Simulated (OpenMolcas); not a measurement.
**Cr2+: ligand-field states by method**

Cr2+ with 6 ligands (water) in octahedral coordination (Th) at 2.16 Å. Ligand basis ANO-RCC-VDZP.

| Quantity | Value |
| --- | --- |
| Program | OpenMolcas |
| Basis | ANO-RCC-VTZP [6s5p3d2f1g] |
| Scalar Hamiltonian | DKH2, point nucleus |
| Active space | 4 electrons in 5 orbitals (3d) |
| State averaging | 2S+1 = 5 even, 5 roots; 2S+1 = 3 even, 45 roots; 2S+1 = 1 even, 50 roots |
| Spin-orbit coupling | RASSI with atomic mean-field integrals over the reference wave functions |

I. CASSCF
II. SS-CASPT2, IPEA 0.25 Eh, imaginary shift 0.1 Eh (closed shells correlated: 3s 3p and the ligand valence shells)

Spin-free states (labels of O, taken over from Oh, the nearest higher group) in cm-1, each column counted from its own energy of the first state listed:

```csv
State,Degeneracy,I,II
5E,2,0,0
5T2,3,8327,9300
3T1,3,13577,10290
3E,2,19975,16480
3T1,3,20733,16090
3T2,3,21436,16910
3A2,1,23272,18320
1T2,3,23462,17790
3A1,1,23998,18780
1E,2,24356,18920
3E,2,27349,22030
3T1,3,27915,24980
1A1,1,28598,21100
3T2,3,29225,26320
1A2,1,29764,24380
1T2,3,29980,24090
3T1,3,30468,27630
1T1,3,31496,25070
3T2,3,35045,31240
3E,2,35589,29870
```

From I to II, I's first state of the same spin (5T2) moves from 8327 to 9300 cm-1, by about +970 cm-1.

From I to II, I's first state of another spin (3T1) moves from 13577 to 10290 cm-1, by about -3300 cm-1.

χT at 300 K: I 2.96, II 2.96 cm3 K/mol.

Roots that are degenerate in the reference are averaged as groups; the widest CASPT2 spread within a group is 120 cm-1 (the 3-fold group of multiplicity 5 near 9300 cm-1 above the lowest state of its run, II). Shifts and gaps below about the spread of the groups concerned are not significant. Over all roots computed the reference weight is 0.69 to 0.71 in II; a low but even weight reflects the number of correlated electrons. An orbital doublet at a regular site is open to a Jahn-Teller distortion, which this geometry leaves out. Ligand-to-metal charge-transfer states are missing. With no ligand orbital active B as a rule stays too high, so bands that hang on it stand too high and its fall with covalency is understated. Without dynamic correlation the repulsion within the d shell is too large (B by tens of per cent), so at a given field states of lower spin stand too high (holds for I). With metal d orbitals alone and no dynamic correlation the field as a rule comes out too small, by tens of per cent, by up to half for chloride and softer ligands (holds for I). These CASPT2 states fit no ligand-field parameters well, so their order and spin gaps are uncertain (holds for II). With one d shell and no ligand orbital active, 10Dq can be off by tens of per cent for divalent 3d ions, low with halides held by bare charges and at times high in hosts (holds for II). Free-ion shares, where given, are those of the reference states; single-state CASPT2 does not remix them (holds for II). No measured value stands beside these numbers; the geometry was imposed, not optimised, and the real ion may take another.
